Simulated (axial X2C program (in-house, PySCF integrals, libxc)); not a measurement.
FeSb: from the spin-free to the two-component result

Calculated with an axial X2C code built on PySCF integrals. Spin-free means the one-electron spin-free X2C Hamiltonian; two-component (2c) means X2C with spin–orbit coupling and atomic mean-field two-electron Coulomb and Gaunt terms, so the difference of the two also holds small scalar two-electron terms. Basis: Sb dyall-cv3z [11s12p8d4f1g], Fe dyall-cv3z [9s10p6d3f2g] (cores contracted in-house); Gaussian nuclei, density fitting, unrestricted open shells. Masses: Sb 120.904 u, Fe 55.935 u.

Spin-free state: M_S = 1/2, Λ = 2 (beyond evenly filled blocks: δ+α, δ+β, δ-α); fragments Sb + Fe.

| level | Re (Å) | ωe (cm⁻¹) | De (eV) | μ (D) |
| --- | --- | --- | --- | --- |
| PBE0 | 2.483 | 220.8 | 1.118 | 2.37 |

Dipoles are positive if Fe is the positive end.

**Question.** Within this multiplet, which Ω should lie lowest by the rule for regular and inverted multiplets?

**Answer.** The open δ shell holds three electrons, one hole, so the multiplet is inverted: Ω = Λ + 1/2 = 5/2. The PBE0 2c search agrees, though Ω = 1/2 of the search lies only 0.03 eV higher.

Two-component determinant lowest at the distance of the search:

Ω = 5/2 (⟨Sz⟩ = 0.51, ⟨Lz⟩ = 1.99 at PBE0); fragments Sb + Fe.

```json
{"level": "PBE0", "Re (Å)": "2.485", "ωe (cm⁻¹)": "219.0", "μ (D)": "2.34"}
```

**Question.** From the two tables, how do the constants change at the PBE0 level (2c against spin-free)?

**Answer.** At the PBE0 level Re rises by 0.002 Å and ωe decreases by 1.8 cm⁻¹.

De is counted from the lowest determinant-based energies of the atoms at the same level, without counterpoise correction. De is not given where an atomic determinant may have missed its ground term or J level, or where the truncated virtual space spoils (T). Density functionals use the spin component along the axis (collinear). Without a current term, density functionals place determinants with orbital angular momentum somewhat too high. The state is one determinant with fixed occupations, lowest in a PBE0 search at one distance only: followed along the bond, the 2c determinant Ω = 1/2 reaches 0.02 eV lower at PBE0, at Re = 2.389 Å, so the state shown is not the lowest. The determinant is spin-polarised beyond a pure state at some levels (its spin-free form has ⟨S²⟩ too high), which makes Re and μ there less reliable.
